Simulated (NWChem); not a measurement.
System: PbClF, singlet; SMILES [Cl][Pb][F]

```xyz
3

Pb    -0.2571     0.3379     0.0000
F      1.6480     1.1084     0.0000
Cl     0.3279    -2.0737     0.0000
```
Atoms are numbered in this order, from 1.

Level: PBE0/def2-SVP with def2 effective core potentials on Pb (NWChem), optimised geometry, unscaled harmonic frequencies. Low-valent species are run as closed-shell singlets; no triplet was tried in these runs. def2 effective core potentials on Pb; no spin-orbit coupling.

Problem. List the harmonic frequencies with IR intensities, and the thermochemistry.

Solution. 
```tsv
frequency (cm⁻¹)	IR intensity (km/mol)
134	6.5
329	56.6
562	75.6
```

```
Item                                                                               Result
-----------------------------------------------------------------------  ----------------
zero-point energy                                                            1.5 kcal/mol
thermal correction to the enthalpy at 298.15 K (with zero-point energy)      4.6 kcal/mol
heat capacity Cv                                                         10.6 cal/(mol K)
entropy at 298.15 K and 1 atm (symmetry number 1)                        73.8 cal/(mol K)
```

Rigid rotor and harmonic oscillator.
